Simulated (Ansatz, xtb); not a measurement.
# A geometry optimisation of FH2InSSi2 with r2SCAN-D4/def2-SVP

The starting geometry of this gas-phase singlet was built from a drawn formula by distance geometry; its bonds are those of `FS[Si]#[Si][InH2]`.

```xyz
7

F    -1.4201    2.9901    4.3969
In   -2.9617    0.8132   -2.6324
S    -0.1902    3.0955    3.1715
Si   -1.0912    2.4025    1.3498
Si   -1.8752    1.7547   -0.2890
H    -3.9169   -0.6276   -2.7061
H    -3.7524    2.0415   -3.6277
```

Q: Where would you expect an optimisation with r2SCAN-D4/def2-SVP to take it?

A: It rearranges, giving a structure given below by its coordinates. Distances that change by over a tenth: Si4–Si5 (1.93 → 2.23 Å). Contacts that open: F1–S3 (1.74 → 5.65 Å), In2–H6 (1.73 → 3.01 Å). Contacts that close: F1–In2 (7.52 → 1.97 Å), Si5–H6 (3.96 → 1.54 Å).

The energy falls by 5.17 eV over 73 steps:

```csv
step,E − E(last) (eV)
1,5.175
9,3.725
17,3.231
25,3.117
33,2.562
41,0.112
49,0.034
57,0.007
65,0.001
73,0.000
```

Final geometry (Å):

```csv
atom,x (Å),y (Å),z (Å)
F,-4.7153,0.9858,0.3181
In,-3.3829,2.0097,-0.7176
S,0.1889,3.4708,1.6175
Si,-0.5174,2.1030,0.4314
Si,-1.2194,0.5286,-0.9837
H,-1.5222,-0.0733,0.4050
H,-4.0394,3.4452,-1.4077
```

From the same start GFN2-xTB ends elsewhere, differing in In2–Si4 (2.80 against 3.09 Å here), In2–H6 (1.71 against 3.01 Å here), S3–Si5 (2.18 against 4.17 Å here), Si4–Si5 (2.56 against 2.23 Å here), Si5–H6 (4.34 against 1.54 Å here).

No frequencies were run, so the end isn't proven a minimum. Atoms past krypton carry core potentials, without spin–orbit terms. Run with Ansatz 0.2.0, 110 s on 2 threads of Intel(R) Xeon(R) 6975P-C (Granite Rapids), on a shared host.
